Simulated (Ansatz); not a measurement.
Geometry optimisation, RKS PBE0-D4/def2-SVP (Ansatz).

The input (input.yaml):

```yaml
crystal:
  periodic: [false, false, false]
  atoms:
    - { symbol: "N", position_ang: [0.2117, 0.6978, 1.4768] }
    - { symbol: Si, position_ang: [-0.4867, -0.4213, 0.4533] }
    - { symbol: "N", position_ang: [0.725, -0.632, -0.7007] }
    - { symbol: C, position_ang: [0.0817, -0.1005, -1.5933] }
    - { symbol: O, position_ang: [-1.1042, 0.2238, -0.9188] }
    - { symbol: H, position_ang: [0.885, 0.308, 2.0193] }
    - { symbol: H, position_ang: [1.69826, -0.64853, -0.33451] }
    - { symbol: H, position_ang: [-1.0143, -1.6464, 0.9841] }
    - { symbol: H, position_ang: [0.0926, 0.1253, -2.6179] }
basis:
  gaussian: { orbitals: def2-SVP }
hamiltonian:
  xc: pbe0
  dispersion: d4
relax:
  f_tol: 0.02
  max_steps: 50
```

Command:

```bash
$ ansatz run input.yaml --threads 2 --pin off --max-ram 3072MiB --backend cpu --events-out ev --progress --plain --runs-dir out
```

Q: Where does it end, and by what steps?

A: The forces met the threshold. After 16 steps the energy has fallen by 2.925 eV; H6 moved furthest, 1.09 Å. The start is strongly strained (largest force component 8 eV/Å).

```csv
step,energy less start (eV),largest force component (eV/Å),accepted
0,0.0000,8.132,yes
1,-1.4607,5.049,yes
2,-2.2650,1.239,yes
3,-2.5472,0.645,yes
4,-2.6767,0.977,yes
5,-2.8056,0.519,yes
6,-2.8435,0.386,yes
7,-2.8606,0.478,yes
8,-2.8886,0.454,yes
9,-2.9011,0.633,yes
10,-2.8309,1.955,no
11,-2.9193,0.330,yes
12,-2.9234,0.151,yes
13,-2.9223,0.265,no
14,-2.9242,0.052,yes
15,-2.9246,0.021,yes
16,-2.9247,0.010,yes
```

```xyz
9
Properties=species:S:1:pos:R:3
N 0.485 0.620 1.742
Si -0.162 -0.380 0.685
N 0.881 -0.656 -0.830
C -0.033 -0.105 -1.586
O -1.035 0.295 -0.920
H 0.135 0.746 2.685
H 1.778 -1.001 -1.144
H -0.980 -1.621 0.817
H 0.019 0.008 -2.680
```

Whether the end is a true minimum wasn't checked by a vibrational analysis.

The run took 31 s on 2 threads of Intel(R) Xeon(R) Platinum 8488C (Sapphire Rapids), on a shared host, peak memory 0.21 GiB.
